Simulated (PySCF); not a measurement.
**BrF5: from structure and modes to constants**

All numbers come from PBE0 in PySCF with Br def2-SVP, F def2-SVP; no relativity; density-fitted integrals.

The singlet minimum has C4v symmetry. Masses (u): Br 78.91834, F 18.99840.

```xyz
6
charge 0 multiplicity 1, angstrom
Br    0.2610    0.0000    0.0000
F     0.0959   -1.2509   -1.2509
F     0.0959    1.2509    1.2509
F     0.0959   -1.2509    1.2509
F    -1.4706    0.0000    0.0000
F     0.0959    1.2509   -1.2509
```

Harmonic wavenumbers (cm⁻¹): 231.0 (b1, ×1), 245.5 (e, ×2), 313.6 (b2, ×1), 375.0 (a1, ×1), 403.6 (e, ×2), 572.9 (b1, ×1), 602.0 (a1, ×1), 698.9 (a1, ×1), 699.5 (e, ×2).

Question: Find the principal moments of inertia and the rotational constants. What kind of rotor is it?

Answer: About the centre of mass I = 166.08, 166.08, 237.83 u Å². With B = 16.8576/I this gives 0.1015, 0.1015, 0.07088 cm⁻¹. The molecule is an oblate symmetric top.

Question: What is the harmonic zero-point energy?

Answer: Half the sum of all 12 wavenumbers, 5491/2 = 2745 cm⁻¹, which is 32.8 kJ/mol (1 cm⁻¹ = 0.0119627 kJ/mol).

Question: Find the vibrational entropy and heat capacity at 298.15 K.

Answer: With u = 1.43878 ω/T, each mode gives S = R[u/(eᵘ−1) − ln(1−e⁻ᵘ)] and C = R u² eᵘ/(eᵘ−1)².
```csv
ω (cm⁻¹),u,S (J/(mol K)),C (J/(mol K))
231.0,1.115,7.83,7.50
245.5 (×2),1.185,7.37,7.41
313.6,1.513,5.62,6.89
375.0,1.810,4.43,6.37
403.6 (×2),1.947,3.97,6.12
572.9,2.765,2.09,4.56
602.0,2.905,1.87,4.30
698.9,3.372,1.29,3.48
699.5 (×2),3.376,1.28,3.47
```
The sums over all modes are S = 48.4 and C = 67.1 J/(mol K); the softest mode gives 16 % of the entropy (each member, where degenerate).

Question: Give the standard entropy (298.15 K, 1 bar) by its translational, rotational, vibrational and spin parts, and Cp.

Answer: Sackur–Tetrode with M = 173.91 u gives 173.2; rotation with symmetry number 4 gives 102.2; vibration 48.4; spin R ln 1 = 0.0. The total is 323.8 J/(mol K), and Cp = 4 R + 67.1 = 100.4 J/(mol K).
